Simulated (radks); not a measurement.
These are the eigenvalues of the occupied orbitals of an atom or ion with whole-number occupations (hartree). All-electron calculation, Dirac Kohn-Sham, LDA (Slater exchange, Perdew-Wang correlation), spin-unpolarised, spherical densities, point nucleus. Program: a radial shooting solver on a logarithmic mesh with Libxc functionals.

orbital  eigenvalue
1s1/2     -728.3091
2s1/2     -103.9056
2p1/2     -95.75006
2p3/2     -91.84079
3s1/2     -18.66160
3p1/2     -15.55662
3p3/2     -14.91204
3d3/2      -9.40197
3d5/2      -9.27977
4s1/2      -3.53675
4p1/2      -2.63929
4p3/2      -2.54280
4d3/2      -1.22053

Which element is it, and in what charge state? The configuration may be excited. Open shells, if any, fill j = l - 1/2 first.

Answer. Z = 42, molybdenum, charge +3: Mo3+ in [Kr] 4d3. The list shows which subshells hold electrons but not how many an open one holds; the 1s level, -728.31 hartree, gives Z - s = 38.2 by -(Z - s)^2/2, which with screening and relativity narrows Z to a few neighbours, and the depths of the outer levels then fix element, charge and occupations together.
